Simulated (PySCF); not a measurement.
Si(F)(OH)(SH)2 (FH3OS2Si), SMILES F[Si](O)(S)S.

Geometry optimised at PBE-D3(BJ)/def2-SVP. The structure was generated by enumeration, and PubChem lists no compound with its InChIKey, so it may never have been made. One conformer was computed; it need not be the lowest.

All values below come from SMD-PBE0/def2-SVP (PySCF).

Solvation free energies are E(SMD) − E(gas) at the gas-phase geometry, for 1 M in both phases. In vacuum the dipole moment is 2.21 D.

| solvent | ΔG(solv) (kcal/mol) | its non-electrostatic (CDS) part | dipole (D) |
|---|---|---|---|
| water | -6.3 | 2.1 | 2.78 |
| N,N-dimethylformamide | -7.5 | -1.9 | 2.78 |
| chlorobenzene | -6.7 | -2.4 | 2.63 |
